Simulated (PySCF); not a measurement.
Two-component Hartree-Fock for B⁺ (boron, charge +1)

Start: [He] 2s2. Calculated with PySCF 2.14 in an uncontracted even-tempered set (19 s from 0.06 bohr⁻², ratio 2.4; 11 p from 0.077 bohr⁻², ratio 2.4; 6 d from 0.39 bohr⁻², ratio 2.6; 5 f from 0.59 bohr⁻², ratio 2.6): generalised Hartree-Fock with the X2C-1e Hamiltonian and a Gaussian nucleus; one run each with spin-orbit coupling (SO) switched off, then screened by Boettger's factors.

| spinor shell | electrons | ε, spin-free (eV) | ε, screened SO (eV) | weight of nominal j (screened SO) | rms radius, screened SO (bohr) |
| --- | --- | --- | --- | --- | --- |
| 1s1/2 | 2 | -222.80 | -222.80 | 1.000 | 0.378 |
| 2s1/2 | 2 | -23.784 | -23.784 | 1.000 | 1.96 |

```csv
quantity,spin-free,screened SO
E (hartree),-24.24440,-24.24440
M_J,0,0
⟨J²⟩,0.000,0.000
⟨L²⟩,0.000,0.000
⟨S²⟩,0.000,0.000
```

Without spin-orbit coupling the j labels of p, d and f shells carry no meaning; the spin-free column gives the mean over the occupied spinors of each nl shell.
